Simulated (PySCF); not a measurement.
Be(I)(GeH3) (BeGeH₃I), SMILES [I][Be][GeH3]. Geometry: B3LYP-D3(BJ)/def2-TZVP. The def2 effective core potentials stand for the cores of I; spin–orbit coupling is left out.

Computed equilibrium geometry at B3LYP-D3(BJ)/def2-TZVP (PySCF confirms it by a frequency run) as bond lengths and angles, and its point group:
point group C3v.
Atoms: Be1 I2 Ge3 H4 H5 H6. Bond lengths (Å): Be1–I2 2.171, Be1–Ge3 2.191, Ge3–H4 1.544, Ge3–H5 1.544, Ge3–H6 1.544. Bond angles (°): I2–Be1–Ge3 180.0, Be1–Ge3–H4 112.5, Be1–Ge3–H5 112.5, Be1–Ge3–H6 112.5, H4–Ge3–H5 106.3, H4–Ge3–H6 106.3, H5–Ge3–H6 106.3.
Charge 0, spin multiplicity 1.
